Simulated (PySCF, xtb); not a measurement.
Sn(F)(Cl)(OH)2 (ClFH2O2Sn), SMILES [OH][Sn]([OH])([F])[Cl]. The values are those of a single conformer.

Harmonic wavenumbers (cm⁻¹) from GFN2-xTB in xtb at its own minimum, in rising order: 72, 97, 119, 134, 143, 186, 210, 316, 406, 473, 517, 833, 852, 3569, 3591.

**Question.** What does PBE-D3(BJ)/def2-SVP in PySCF give at its own minimum? (The exact figures need the calculation; the answer reports its results.)

**Answer.** 80, 93, 127, 142, 162, 171, 209, 376, 592, 617, 627, 874, 894, 3683, 3686. Paired by order, the mean absolute difference is 57 cm⁻¹ and the zero-point energies are 16.5 and 17.6 kcal/mol.
